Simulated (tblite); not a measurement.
C₅H₁₀BF₃S.
Numbering: `[BH2:1][C@@H:2]([CH2:3][CH2:4][CH3:5])[S:6][C:7]([F:8])([F:9])[F:10]` (hydrogens: H11, H12 on B1; H13 on C2; H14, H15 on C3; H16, H17 on C4; H18, H19, H20 on C5)

Computed with GFN2-xTB (tblite), gas phase: L-BFGS steps from a force-field or distance-geometry start until the largest atomic force falls under 0.01 eV/Å.

Step 77: E = -938.0224 eV
```
atom  x, y, z in Å  |  force x, y, z in eV/Å
B1      1.3007   -1.1524    0.8845   -0.012   0.036  -0.003
C2      0.6608   -0.7850   -0.5074    0.034  -0.001  -0.003
C3     -0.5324    0.1676   -0.5698    0.014   0.002  -0.004
C4     -1.7681   -0.4429    0.0868   -0.007  -0.003   0.008
C5     -2.9961    0.4400   -0.0958   -0.018   0.003   0.019
S6      1.9884   -0.1892   -1.6555    0.006   0.025   0.004
C7      2.9004    0.9654   -0.5780   -0.018  -0.037  -0.013
F8      3.3307    2.0116   -1.2806    0.010  -0.004   0.007
F9      3.9776    0.3960   -0.0264   -0.017   0.009   0.012
F10     2.1600    1.4382    0.4276    0.007   0.001  -0.011
H11     2.2874   -1.7752    0.8949    0.001  -0.012   0.007
H12     0.7997   -0.8144    1.8820    0.013   0.009  -0.027
H13     0.3842   -1.7194   -1.0125   -0.002  -0.008   0.010
H14    -0.7570    0.3909   -1.6156   -0.008   0.009  -0.013
H15    -0.2850    1.1058   -0.0708   -0.002   0.008   0.003
H16    -1.9609   -1.4265   -0.3476   -0.009  -0.012  -0.001
H17    -1.5799   -0.5782    1.1518    0.003  -0.043   0.021
H18    -2.8199    1.4306    0.3165    0.008   0.006  -0.006
H19    -3.2465    0.5445   -1.1490    0.021   0.006  -0.003
H20    -3.8491    0.0033    0.4173   -0.023   0.006  -0.008
```

Step 78: E = -938.0228 eV
```
atom  x, y, z in Å  |  force x, y, z in eV/Å
B1      1.3008   -1.1527    0.8847    0.003   0.046  -0.007
C2      0.6615   -0.7862   -0.5077    0.019   0.006  -0.012
C3     -0.5324    0.1663   -0.5700    0.008   0.008  -0.008
C4     -1.7697   -0.4435    0.0857    0.007  -0.008   0.010
C5     -2.9981    0.4398   -0.0941    0.002  -0.007   0.011
S6      1.9892   -0.1883   -1.6558    0.002   0.018   0.009
C7      2.9017    0.9655   -0.5787   -0.015  -0.026  -0.004
F8      3.3364    2.0104   -1.2810    0.005  -0.011   0.004
F9      3.9765    0.3950   -0.0233   -0.016   0.004   0.011
F10     2.1599    1.4412    0.4246    0.005   0.004  -0.009
H11     2.2841   -1.7814    0.8982   -0.009  -0.009   0.002
H12     0.8054   -0.8017    1.8803    0.009   0.003  -0.022
H13     0.3860   -1.7192   -1.0156   -0.004  -0.011   0.014
H14    -0.7555    0.3915   -1.6157   -0.014  -0.001  -0.017
H15    -0.2852    1.1051   -0.0720   -0.001   0.005   0.016
H16    -1.9642   -1.4263   -0.3500   -0.002  -0.009   0.002
H17    -1.5818   -0.5796    1.1508    0.008  -0.049   0.018
H18    -2.8221    1.4279    0.3236    0.002   0.013  -0.009
H19    -3.2466    0.5478   -1.1473    0.017   0.015  -0.004
H20    -3.8510   -0.0009    0.4156   -0.026   0.009  -0.004
```

Q: Estimate the geometry and energy of step 79. (The exact step hangs on the optimiser's Hessian estimate; all steps are aligned on step 78, rigid shifts and turns removed.)

A: E = -938.0231 eV, largest force 0.050 eV/Å
```
atom  x, y, z in Å  |  force x, y, z in eV/Å
B1      1.3011   -1.1523    0.8846    0.019   0.042  -0.011
C2      0.6629   -0.7866   -0.5084   -0.001   0.011  -0.017
C3     -0.5320    0.1657   -0.5702   -0.001   0.009  -0.008
C4     -1.7707   -0.4439    0.0854    0.016  -0.011   0.010
C5     -2.9996    0.4395   -0.0927    0.014  -0.008   0.008
S6      1.9903   -0.1874   -1.6566   -0.004   0.009   0.008
C7      2.9023    0.9653   -0.5797   -0.005  -0.005   0.010
F8      3.3408    2.0094   -1.2813    0.001  -0.020   0.000
F9      3.9749    0.3945   -0.0203   -0.015  -0.002   0.008
F10     2.1592    1.4438    0.4213    0.000   0.005  -0.007
H11     2.2809   -1.7872    0.9010   -0.017  -0.003  -0.003
H12     0.8094   -0.7928    1.8786    0.004   0.003  -0.012
H13     0.3880   -1.7193   -1.0173   -0.006  -0.009   0.016
H14    -0.7545    0.3920   -1.6160   -0.017  -0.009  -0.011
H15    -0.2850    1.1047   -0.0724   -0.002  -0.001   0.020
H16    -1.9667   -1.4262   -0.3513    0.007  -0.004   0.003
H17    -1.5831   -0.5814    1.1507    0.012  -0.048   0.008
H18    -2.8239    1.4262    0.3293   -0.005   0.005  -0.015
H19    -3.2461    0.5506   -1.1461    0.015   0.020   0.001
H20    -3.8532   -0.0041    0.4138   -0.015   0.016  -0.006
```

The energy changes by -0.0003 eV. The first-order estimate −F·Δx gives -0.0004 eV and the mean of the old and new forces, exact on a quadratic surface, -0.0003 eV. The step makes an angle of 77° with the force vector and moves no atom by more than 0.010 Å.

What follows is the cost of the whole relaxation. The run took 3.7 s of wall time on an Intel Xeon at 2.50 GHz with one thread (shared host).
